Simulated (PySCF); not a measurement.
# Levels of Gd⁶¹⁺ from EOM-EA-GCCSD

Reference: closed-shell Gd⁶²⁺, 1s2; one electron is added. Calculated with PySCF 2.14, two-component X2C-1e with screened spin-orbit coupling, an even-tempered Gaussian basis (16 s from 19 bohr⁻², ratio 2.6; 12 p from 25 bohr⁻², ratio 2.6; 6 d from 26 bohr⁻², ratio 2.8; 3 f from 1100 bohr⁻², ratio 2.8); frozen nothing; the 30 highest virtual spinors dropped; of the others 56 kept and the rest restored at second order. No Breit or QED terms. Binding energies in eV.

| level | Koopmans |
| --- | --- |
| 2s1/2 | 14239.7 |
| 2p1/2 | 14093.0 |
| 2p3/2 | 13290.9 |

Task: How does correlation move these levels?

Result: 2s1/2: second order 14239.9, EOM-CCSD 14239.9; 2p1/2: second order 14093.4, EOM-CCSD 14093.4; 2p3/2: second order 13291.3, EOM-CCSD 13291.3.

For comparison, the ionisation energy of Gd⁶¹⁺ is 14224.57 ± 0.1 eV (theoretical estimate listed by NIST; NIST Atomic Spectra Database, ionization energies).

Only part of the computed levels is shown.
